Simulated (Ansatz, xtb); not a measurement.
**OSSe: 3 structures ranked**

3 gas-phase structures of OSSe, found in a search over its isomers (lower ones may exist). Each was relaxed with GFN2-xTB:

A. `O=S=[Se]`, a singlet
B. `O=[Se]=S`, a singlet
C. `O1S[Se]1`, a singlet

Estimate their order in r2SCAN-D4/def2-SVP//GFN2-xTB energy at these geometries, lowest first.

Calculated order at r2SCAN-D4/def2-SVP//GFN2-xTB: A (0.0), B (6.7), C (39.6) kcal/mol.

Energies above the lowest of each column, in kcal/mol; the last columns are at r2SCAN-D4/def2-SVP geometries and were run for some of them only (a dash: not run or not comparable):

| structure | GFN2-xTB | HF/STO-3G | r2SCAN-D4/def2-SVP//GFN2-xTB | r2SCAN-D4/def2-SVP | CCSD(T)/def2-TZVPP |
| --- | --- | --- | --- | --- | --- |
| A | 0.0 | 45.8 | 0.0 | 0.0 | 0.0 |
| B | 11.6 | 67.2 | 6.7 | 6.1 | 11.2 |
| C | 24.5 | 0.0 | 39.6 | – | – |

CCSD(T)/def2-TZVPP puts A lowest of those it was run on; HF/STO-3G picks C. Frequencies (r2SCAN-D4/def2-SVP) were run for A, B alone. Large T1 diagnostics make some coupled-cluster values less sure.

Programs: Ansatz 0.2.0, xtb 6.7.1.
